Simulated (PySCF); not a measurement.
# Calculated NMR parameters of CN(C=O)[SiH2]N([SiH3])[SiH3]

```yaml
Formula: C2H12N2OSi3
SMILES: CN(C=O)[SiH2]N([SiH3])[SiH3]
InChI: InChI=1S/C2H12N2OSi3/c1-3(2-5)8-4(6)7/h2H,8H2,1,6-7H3
Point_group_of_the_computed_structure: C1
Degrees_of_unsaturation: 1
Carbon_signals: 2
Proton_signals: 4
```

Numbering as in the mapped SMILES `[CH3:1][N:2]([CH:3]=[O:4])[SiH2:5][N:6]([SiH3:7])[SiH3:8]`. Hydrogens are named by the atom that carries them.

- geometry: GFN2-xTB
- shieldings: GIAO PBE0/pcSseg-1
- code: PySCF 2.14.0 with density-fitted response routines
- no solvent, averaged over atoms made equivalent by symmetry, fast rotation or ring inversion, non-relativistic, a single conformation

Shifts are taken against calculated references (same method and geometry level): TMS for 1H (31.72 ppm), 13C (186.93 ppm), 29Si (349.16 ppm); NH3 for 15N (267.73 ppm); 17O (336.08 ppm) against H2O.

| carbon | δC, type | δH (multiplicity) | HMBC from (2–3 bonds) | span of the C tensor (ppm) |
| --- | --- | --- | --- | --- |
| C1 | 28.0, CH3 | 2.99 (s) | H(C3), H(Si5) | 48 |
| C3 | 174.0, CH | 8.50 (s) | H(Si5), H(C1) | 147 |

Other nuclei:
```tsv
atoms	nucleus	environment	δ (ppm)	σ (ppm)
H(Si5)	1H	hydrogen on a silicon bonded to 2 N	5.16	26.56
H(Si7)/H(Si8)	1H	hydrogen on a silicon bonded to N	4.85	26.87
Si5	29Si	silicon bonded to 2 N, 2 H	-40.1	389.2
Si7/Si8	29Si	silicon bonded to N, 3 H	-44.2	393.3
N2	15N	amide-type nitrogen	126.5	141.2
N6	15N	nitrogen bonded to 3 Si	-7.0	274.7
O4	17O	amide-type carbonyl oxygen	433.9	-97.8
```

1. Carbon types of the structure: 1 × CH, 1 × CH3, leaving 8 H on heteroatoms.
2. δC 174.0: amide carbonyl carbon; it is a carbonyl in resonance with an O or N lone pair, the region of acids, esters and amides.
3. δC 28.0: methyl carbon bonded to N; pulled downfield by the heteroatom.
4. δH 5.16: hydrogen on a silicon bonded to 2 N.
5. δH 4.85: hydrogen on a silicon bonded to N.
6. δH 2.99: hydrogen on a methyl carbon bonded to N; its carbon carries N, which withdraws density.

Shifts are as computed. Against solution values, carbons near 30 ppm lie about +3 ppm off and those near 130 ppm about +5 ppm. Of 1211 compounds with measured shifts, 218 miss one by over three times the rms of a fit or turn the order of signals round; such compounds aren't used in these exercises. Unscaled 17O shifts of doubly bonded oxygen tend to come out too high, by tens of ppm or more. Experimental scales use liquid or dissolved standards, which lie at an offset from isolated NH3 (liquid NH3: subtract about 20 ppm) and H2O (liquid H2O: subtract about 36 ppm). Multiplicities follow the n + 1 count of equivalent neighbours, as no J values were calculated; m marks all less simple cases, F and P coupling included.
